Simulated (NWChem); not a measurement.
All runs are NWChem calculations. System: C4H5O2, charge 0, spin multiplicity 2, displaced from the optimised geometry. The structure started from a generated list of species. Its SCF solution wasn't tested for a lower state.

Job file:

```
start mol
memory heap 200 mb stack 900 mb global 1100 mb
geometry units angstroms nocenter noautoz
  C     -0.141642     2.240828     0.000000
  C     -0.110654     0.723042     0.000000
  O     -1.328547     0.158655     0.000000
  C      1.069753    -0.033774     0.000000
  C      0.967174    -1.489233     0.000000
  O     -0.051751    -2.177465     0.000000
  H     -0.702690     2.604417     0.902509
  H      0.888180     2.675645     0.000000
  H     -0.702690     2.604417    -0.902509
  H     -1.210768    -0.842753     0.000000
  H      2.062566     0.463564     0.000000
  symmetry group Cs
end
basis spherical
  * library def2-svp
end
dft
  xc pbe0
  odft
  mult 2
  semidirect memsize 60000000 filesize 0
  iterations 100
  convergence nodiis damp 40
end
task dft gradient
```

The output up to the point where the run's verdict is printed (cleaned and shortened):

```
             Northwest Computational Chemistry Package (NWChem) 7.3.0
             --------------------------------------------------------

                                NWChem Input Module
                                -------------------

 Scaling coordinates for geometry "geometry" by  1.889725989
 (inverse scale =  0.529177249)

 Turning off AUTOSYM since
 SYMMETRY directive was detected!

                             Geometry "geometry" -> ""
                             -------------------------

 Output coordinates in angstroms (scale by  1.889725989 to convert to a.u.)

  No.       Tag          Charge          X              Y              Z
 ---- ---------------- ---------- -------------- -------------- --------------
    1 C                    6.0000    -0.14164200     2.24082800     0.00000000
    2 C                    6.0000    -0.11065400     0.72304200     0.00000000
    3 O                    8.0000    -1.32854700     0.15865500     0.00000000
    4 C                    6.0000     1.06975300    -0.03377400     0.00000000
    5 C                    6.0000     0.96717400    -1.48923300     0.00000000
    6 O                    8.0000    -0.05175100    -2.17746500     0.00000000
    7 H                    1.0000    -0.70269000     2.60441700     0.90250900
    8 H                    1.0000     0.88818000     2.67564500     0.00000000
    9 H                    1.0000    -0.70269000     2.60441700    -0.90250900
   10 H                    1.0000    -1.21076800    -0.84275300     0.00000000
   11 H                    1.0000     2.06256600     0.46356400     0.00000000

 Effective nuclear repulsion energy (a.u.)     215.0281316414

            Nuclear Dipole moment (a.u.)
            ----------------------------
        X                 Y               Z
 ---------------- ---------------- ----------------
    -0.0000000000    -0.0000226767     0.0000000000

      Symmetry information
      --------------------

 Group name             Cs
 Group number              2
 Group order               2
 No. of unique centers    10

      Symmetry unique atoms
[...]
 d= 0,ls=0.5         73   -154.2954091580  3.85D-01  2.01D-01              22.2
                                                     1.37D-01
 d= 0,ls=0.5         74   -154.6808428152 -3.85D-01  2.01D-01              22.5
                                                     1.37D-01
 d= 0,ls=0.5         75   -154.2954091580  3.85D-01  2.01D-01              22.7
                                                     1.37D-01
 d= 0,ls=0.5         76   -154.6808428152 -3.85D-01  2.01D-01              23.0
                                                     1.37D-01
 d= 0,ls=0.5         77   -154.2954091580  3.85D-01  2.01D-01              23.3
                                                     1.37D-01
 d= 0,ls=0.5         78   -154.6808428152 -3.85D-01  2.01D-01              23.6
                                                     1.37D-01
 d= 0,ls=0.5         79   -154.2954091581  3.85D-01  2.01D-01              23.9
                                                     1.37D-01
 d= 0,ls=0.5         80   -154.6808428152 -3.85D-01  2.01D-01              24.2
                                                     1.37D-01
 d= 0,ls=0.5         81   -154.2954091581  3.85D-01  2.01D-01              24.5
                                                     1.37D-01
 d= 0,ls=0.5         82   -154.6808428152 -3.85D-01  2.01D-01              24.8
                                                     1.37D-01
 d= 0,ls=0.5         83   -154.2954091581  3.85D-01  2.01D-01              25.1
                                                     1.37D-01
 d= 0,ls=0.5         84   -154.6808428152 -3.85D-01  2.01D-01              25.4
                                                     1.37D-01
 d= 0,ls=0.5         85   -154.2954091581  3.85D-01  2.01D-01              25.7
                                                     1.37D-01
 d= 0,ls=0.5         86   -154.6808428152 -3.85D-01  2.01D-01              26.0
                                                     1.37D-01
 d= 0,ls=0.5         87   -154.2954091581  3.85D-01  2.01D-01              26.3
                                                     1.37D-01
 d= 0,ls=0.5         88   -154.6808428152 -3.85D-01  2.01D-01              26.5
                                                     1.37D-01
 d= 0,ls=0.5         89   -154.2954091581  3.85D-01  2.01D-01              26.8
                                                     1.37D-01
 d= 0,ls=0.5         90   -154.6808428152 -3.85D-01  2.01D-01              27.1
                                                     1.37D-01
 d= 0,ls=0.5         91   -154.2954091581  3.85D-01  2.01D-01              27.4
                                                     1.37D-01
 d= 0,ls=0.5         92   -154.6808428152 -3.85D-01  2.01D-01              27.7
                                                     1.37D-01
 d= 0,ls=0.5         93   -154.2954091581  3.85D-01  2.01D-01              28.0
                                                     1.37D-01
 d= 0,ls=0.5         94   -154.6808428152 -3.85D-01  2.01D-01              28.3
                                                     1.37D-01
 d= 0,ls=0.5         95   -154.2954091581  3.85D-01  2.01D-01              28.6
                                                     1.37D-01
 d= 0,ls=0.5         96   -154.6808428152 -3.85D-01  2.01D-01              28.9
                                                     1.37D-01
 d= 0,ls=0.5         97   -154.2954091581  3.85D-01  2.01D-01              29.2
                                                     1.37D-01
 d= 0,ls=0.5         98   -154.6808428152 -3.85D-01  2.01D-01              29.5
                                                     1.37D-01
 d= 0,ls=0.5         99   -154.2954091581  3.85D-01  2.01D-01              29.8
                                                     1.37D-01
 d= 0,ls=0.5        100   -154.6808428152 -3.85D-01  2.01D-01              30.0
                                                     1.37D-01
```

The run did not converge; its last values are not results. The next line reads: Calculation failed to converge. NWChem stopped with the message: dft gradient failed.
